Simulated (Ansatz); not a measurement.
Sn, quintet (all electrons, no relativity); SVWN5/3-21G in Ansatz (a program for electronic structure).

Here is a job for Ansatz.
Ansatz 0.2 input:
```yaml
crystal:
  periodic: [false, false, false]
  atoms:
    - {symbol: Sn, position_ang: [0.00000000, 0.00000000, 0.00000000]}
basis:
  gaussian:
    orbitals: 3-21G.json
hamiltonian:
  xc: {name: SVWN5}
magnetization: {spin_polarized: false, initial_magnetization: 4}
```
The basis file holds 3-21G in the JSON format of the Basis Set Exchange.

Output, abridged:

```
Functional definition: SVWN5
268 factors; integrals over basis functions are off by at most 1.0e-4 eV
mean field evaluation 1: about -163093.5481 eV, gradient 8.6e0 eV
mean field evaluation 2: about -163093.5481 eV, gradient 8.6e0 eV
mean field evaluation 4: about -163093.5657 eV, gradient 2.0e-1 eV
mean field evaluation 8: about -163093.5661 eV, gradient 2.5e-5 eV
mean field -163093.56612195 eV, -5993.5780061922 hartree, gradient 2.5e-5 eV, S^2 6.000000; 0 other end points of the search recorded, 0 dependent functions left out
reference -163093.56613902 eV, -5993.5780068195 hartree; 27, 23 occupied and 6, 10 virtual orbitals, 268 factors
Total energy: -163093.56613902 eV, -5993.5780068195 hartree
```
